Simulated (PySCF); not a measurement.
**C5H6F2O: core ionisation energies**

Species: C5H6F2O.
Numbering: `[CH2:1]=[C:2]=[CH:3][CH2:4][O:5][CH:6]([F:7])[F:8]`

Cartesian coordinates in Å at the PBE0-D3(BJ)/def2-SVP level; atoms count from 1:
```
atom  x, y, z in Å
C1     2.627   -0.884   -0.033
C2     1.651   -0.023   -0.153
C3     0.671    0.843   -0.253
C4    -0.476    0.929    0.714
O5    -1.732    0.817    0.067
C6    -2.025   -0.410   -0.422
F7    -2.249   -1.285    0.586
F8    -3.150   -0.298   -1.126
H9     2.579   -1.866   -0.515
H10    3.523   -0.647    0.550
H11    0.672    1.563   -1.082
H12   -0.378    0.170    1.507
H13   -0.495    1.919    1.192
H14   -1.225   -0.834   -1.058
```

Computed, not measured: delta-SCF UKS SCAN, pcX-2 on the ionised atom, pcseg-1 elsewhere, spin-free X2C in PySCF. These are vertical core ionisation energies against the vacuum level, from separate self-consistent calculations with and without the core hole.

**Question.** Give the core binding energies atom by atom.

**Answer.** 
| atom(s) | bonded to | level | binding energy (eV) | above the level's lowest (eV) | count |
| --- | --- | --- | --- | --- | --- |
| C1 | C (double bond) and 2 H | C 1s | 290.94 | 0.00 | 1 |
| C2 | 2 C (double bond) | C 1s | 291.00 | +0.06 | 1 |
| C3 | C (double bond), C and H | C 1s | 291.05 | +0.11 | 1 |
| C4 | O, C and 2 H | C 1s | 292.86 | +1.92 | 1 |
| O5 | 2 C | O 1s | 539.35 | 0.00 | 1 |
| C6 | 2 F, O and H | C 1s | 297.06 | +6.12 | 1 |
| F7/F8 | C | F 1s | 693.18 | 0.00 | 2 |

The listed C 1s values span 6.12 eV, from C1 (bonded to C (double bond) and 2 H) to C6 (bonded to 2 F, O and H).

**Question.** Which photon energy gives electrons from C 1s of C2 a kinetic energy of 150 eV, and what is their de Broglie wavelength?

**Answer.** hν = 291.00 + 150 = 441.00 eV, recoil neglected; λ = 12.264 Å/√(E/eV) = 1.00 Å.

**Question.** Which effective nuclear charge Zeff reproduces each element's mean 1s value in the hydrogen-like formula E = 13.606 eV × Zeff²?

**Answer.** C (Z = 6): mean 292.6 eV, Zeff = 4.64, Z − Zeff = 1.36; O (Z = 8): mean 539.3 eV, Zeff = 6.30, Z − Zeff = 1.70; F (Z = 9): mean 693.2 eV, Zeff = 7.14, Z − Zeff = 1.86. Means run over the listed sites, weighted by atom count.

Topologically equivalent atoms share the value of their first member; where this conformer doesn't relate them by symmetry, their own values could differ. Spin contamination (⟨S²⟩ against 0.75 for a pure doublet) is marked for C 1s of C2 (0.89), which makes this value less certain. One conformer (not necessarily the lowest) at the PBE0-D3(BJ)/def2-SVP geometry, without solvent, vibrations or thermal averaging.

Time: 1.8 min wall. Hardware: Arm Neoverse V1, one thread (shared host).
